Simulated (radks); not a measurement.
The numbers below are computed, except where a source is named.
Species: V+. Configuration: [Ar] 3d3 5d1 (not the ground configuration). Level of theory: non-relativistic Kohn-Sham, BLYP, spin-polarised, spherical densities, point nucleus; open shells are filled with parallel spins first (a radial shooting solver on a logarithmic mesh with Libxc functionals).

Radial electron density D(r) = 4 pi r^2 rho(r):

r (bohr),D(r) (e/bohr),spin D(r)
0.002952,0.7823,-0.0000481
0.004001,1.369,-0.0000841
0.005466,2.389,-0.000147
0.007408,4.012,-0.000246
0.01004,6.530,-0.000400
0.01361,10.18,-0.000624
0.01844,15.00,-0.000918
0.02519,20.59,-0.00127
0.03414,25.28,-0.00160
0.04627,27.29,-0.00188
0.06271,25.51,-0.00215
0.08499,21.83,-0.00211
0.1152,21.00,0.00180
0.1574,25.59,0.0264
0.2133,29.58,0.116
0.289,24.81,0.351
0.3917,14.10,0.811
0.5309,9.114,1.48
0.7253,11.27,2.09
0.9829,10.76,2.16
1.332,5.980,1.64
1.805,2.046,0.914
2.447,0.5137,0.373
3.343,0.1378,0.132
4.53,0.05435,0.0543
6.14,0.002176,0.00218
8.321,0.04997,0.0500
11.28,0.1478,0.148
15.41,0.04111,0.0411
20.88,0.002069,0.00207

D(r) has 4 maxima, at r = 0.0466, 0.217, 0.824, 10.7 bohr, and minima at 0.105, 0.535 bohr, inside which lie 2.14, 10.52 electrons.
